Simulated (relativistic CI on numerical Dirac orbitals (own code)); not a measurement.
Cr+ in a cubic cluster: 2p photoemission with charge transfer

Computed with a charge-transfer multiplet model of a cubic metal-ligand cluster with up to one ligand hole, Slater and spin-orbit integrals from Dirac-Coulomb-Breit ions, Slater integrals scaled by 0.8. The ground state mixes d5 with configurations of k ligand holes L, whose averages lie at kΔ + k(k − 1)U_dd/2; a core hole lowers each added d electron by U_cd. 20 K, Lorentzian 0.6 eV and Gaussian 0.8 eV FWHM.

Atomic integrals in eV (Slater integrals scaled, ζ unscaled), ground: F2dd 6.636, F4dd 4.082, zeta_d 0.022; with the core hole: F2dd 8.366, F4dd 5.204, zeta_d 0.040, zeta_core 5.624, F2cd 4.703, G1cd 3.430, G3cd 1.946.

Cluster parameters (eV): U_dd = 6.1, U_cd = 7.6, 10Dq = 0.2, 10Dq(ligand) = 0.1, V(eg) = 2.4, V(t2g) = -1.31, final-state hopping factor = 1.

```json
{"Case": "Δ = 4.6 eV", "n_d": "5.19", "d5": "0.81", "d6L": "0.19", "S": "2.50"}
{"Case": "Δ = 7.6 eV", "n_d": "5.12", "d5": "0.88", "d6L": "0.12", "S": "2.50"}
{"Case": "Δ = 9.6 eV", "n_d": "5.09", "d5": "0.91", "d6L": "0.09", "S": "2.50"}
```

Weights, n_d and S are thermal averages at 20 K. Binding energies count from the first peak over 30 % of the highest in each spectrum, which can be another peak from case to case. The parameters are a model scan and need not match a compound or its usual spin state. Peaks in eV (height, largest 100):
- Δ = 4.6 eV: 0.0 (100), 5.2 (13), 9.8 (61), 18.7 (10)
- Δ = 7.6 eV: 0.0 (100), 0.7 (93), 4.1 (18), 6.7 (11), 9.9 (57), 10.4 (58), 19.0 (6)
- Δ = 9.6 eV: 0.0 (100), 0.8 (93), 4.4 (19), 10.6 (58), 12.9 (9)

Curve for Δ = 9.6 eV (points under 2 left out, the grid thinned):

```json
{"E (eV)": "-3.4", "Intensity": "2.1"}
{"E (eV)": "-2.9", "Intensity": "2.7"}
{"E (eV)": "-2.5", "Intensity": "3.6"}
{"E (eV)": "-2.0", "Intensity": "5.4"}
{"E (eV)": "-1.5", "Intensity": "9.6"}
{"E (eV)": "-1.0", "Intensity": "23.1"}
{"E (eV)": "-0.6", "Intensity": "53.9"}
{"E (eV)": "-0.1", "Intensity": "97.7"}
{"E (eV)": "0.4", "Intensity": "93.6"}
{"E (eV)": "0.9", "Intensity": "92.4"}
{"E (eV)": "1.3", "Intensity": "83.1"}
{"E (eV)": "1.8", "Intensity": "63.9"}
{"E (eV)": "2.3", "Intensity": "37.3"}
{"E (eV)": "2.7", "Intensity": "21.5"}
{"E (eV)": "3.2", "Intensity": "13.9"}
{"E (eV)": "3.7", "Intensity": "14.3"}
{"E (eV)": "4.2", "Intensity": "17.9"}
{"E (eV)": "4.6", "Intensity": "18.4"}
{"E (eV)": "5.1", "Intensity": "14.8"}
{"E (eV)": "5.6", "Intensity": "10.8"}
{"E (eV)": "6.1", "Intensity": "7.9"}
{"E (eV)": "6.5", "Intensity": "7.1"}
{"E (eV)": "7.0", "Intensity": "7.5"}
{"E (eV)": "7.5", "Intensity": "9.6"}
{"E (eV)": "7.9", "Intensity": "11.7"}
{"E (eV)": "8.4", "Intensity": "14.3"}
{"E (eV)": "8.9", "Intensity": "22.7"}
{"E (eV)": "9.4", "Intensity": "42.1"}
{"E (eV)": "9.8", "Intensity": "53.6"}
{"E (eV)": "10.3", "Intensity": "55.8"}
{"E (eV)": "10.8", "Intensity": "56.3"}
{"E (eV)": "11.3", "Intensity": "35.7"}
{"E (eV)": "11.7", "Intensity": "19.1"}
{"E (eV)": "12.2", "Intensity": "10.7"}
{"E (eV)": "12.7", "Intensity": "9.3"}
{"E (eV)": "13.1", "Intensity": "9.2"}
{"E (eV)": "13.6", "Intensity": "7.7"}
{"E (eV)": "14.1", "Intensity": "5.4"}
{"E (eV)": "14.6", "Intensity": "3.7"}
{"E (eV)": "15.0", "Intensity": "2.6"}
{"E (eV)": "18.5", "Intensity": "2.3"}
{"E (eV)": "19.0", "Intensity": "3.3"}
{"E (eV)": "19.5", "Intensity": "3.8"}
{"E (eV)": "19.9", "Intensity": "3.7"}
{"E (eV)": "20.4", "Intensity": "2.3"}
```

For the case Δ = 7.6 eV, Δ = 7.6 eV is larger than U_dd = 6.1 eV, the Mott-Hubbard side of the Zaanen-Sawatzky-Allen scheme. With the core hole the configuration with one ligand hole lies at Δ − U_cd = -3.0, 0.0, 2.0 eV from the one without, in the order of the table; where this is negative the screened configuration lies lower, though the effective hopping of about 4.0 eV (from the holes of the mixed ground state) mixes the two strongly wherever it is as large as the gap.

With at most 1 ligand hole the space is cut while the next configuration still counts, so covalency is underestimated, and a final configuration with one more ligand hole, which can lie low, is missing from the spectra.
